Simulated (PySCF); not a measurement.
# Löwdin shares of the frontier orbitals

Compound: (HBe-mu-Cl)2.
Cartesian coordinates in Å at the PBE0-D3(BJ)/def2-SVP level; atoms count from 1:
```
atom  x, y, z in Å
Be1    0.6319   -0.3556   -1.1257
H2     1.2623   -0.7153   -2.2457
Cl3   -0.2702    1.4029   -0.5937
Be4   -0.6321    0.3567    1.1253
H5    -1.2624    0.7133    2.2463
Cl6    0.2704   -1.4020    0.5935
```

Method used: TDDFT B3LYP/def2-SVPD, vertical, gas phase, core orbitals frozen in the response (PySCF 2.14.0, density-fitted response routines).

Frontier orbitals with the atoms that hold most of them (Löwdin shares over 4%, at most four atoms; ? is withheld):

```json
{"orbital": "HOMO-3", "ε (eV)": "-10.39", "atoms": "Cl6 46%, Cl3 46%"}
{"orbital": "HOMO-2", "ε (eV)": "-10.03", "atoms": "Cl6 50%, Cl3 50%"}
{"orbital": "HOMO-1", "ε (eV)": "-9.02", "atoms": "?"}
{"orbital": "HOMO", "ε (eV)": "-8.48", "atoms": "H2 24%, H5 24%, Be1 18%, Be4 18%"}
{"orbital": "LUMO", "ε (eV)": "-1.11", "atoms": "?"}
{"orbital": "LUMO+1", "ε (eV)": "-0.97", "atoms": "Be1 28%, Be4 28%, Cl3 17%, Cl6 17%"}
{"orbital": "LUMO+2", "ε (eV)": "-0.24", "atoms": "Be1 28%, Be4 28%, Cl3 20%, Cl6 19%"}
```

(1) Give the leading atoms of the LUMO.

(2) Which atoms hold the HOMO-1, and with what shares?

(3) The HOMO–LUMO gap is 7.36 eV. Where does the response calculation put the lowest singlet, and from which orbitals?

(4) Give energy, strength and leading configuration of S1, S2, S3, S4 and S7, and follow the Löwdin shares of the leading atoms from the occupied to the empty orbital.

Results:

(1) Be4 (bonded to 2 Cl and H) 32%; Be1 (bonded to 2 Cl and H) 32%; Cl3 (bonded to 2 Be) 10%; Cl6 (bonded to 2 Be) 10%. By element: beryllium 65%, chlorine 21%.

(2) H5 (bonded to Be) 26%; H2 (bonded to Be) 26%; Be4 (bonded to 2 Cl and H) 20%; Be1 (bonded to 2 Cl and H) 20%. By element: hydrogen 53%, beryllium 40%.

(3) S1 is at 6.35 eV (f = 0.068), 1.01 eV below the gap, made of HOMO→LUMO (95%). Without the coupling terms of the response equations the lowest excitation would equal the gap.

(4) 
- S1 (6.35 eV, f 0.068), HOMO→LUMO (95%): H2 24% → at most 11%, H5 24% → at most 11%, Be4 18% → 32%, Be1 18% → 32%
- S2 (6.49 eV, f 0.0000), HOMO→LUMO+1 (92%): H2 24% → at most 10%, H5 24% → at most 10%, Be1 18% → 28%, Be4 18% → 28%
- S3 (7.10 eV, f 0.0000), HOMO-1→LUMO (93%): H5 26% → at most 11%, H2 26% → at most 11%, Be4 20% → 32%, Be1 20% → 32%
- S4 (7.21 eV, f 0.050), HOMO-1→LUMO+1 (95%): H5 26% → at most 10%, H2 26% → at most 10%, Be1 20% → 28%, Be4 20% → 28%
- S7 (7.83 eV, f 0.0000), HOMO-2→LUMO (98%): Cl6 50% → 10%, Cl3 50% → 10%, Be4 at most 1% → 32%, Be1 at most 1% → 32%

Löwdin shares depend on the basis, the more so with diffuse functions.

One conformer stands for the species.
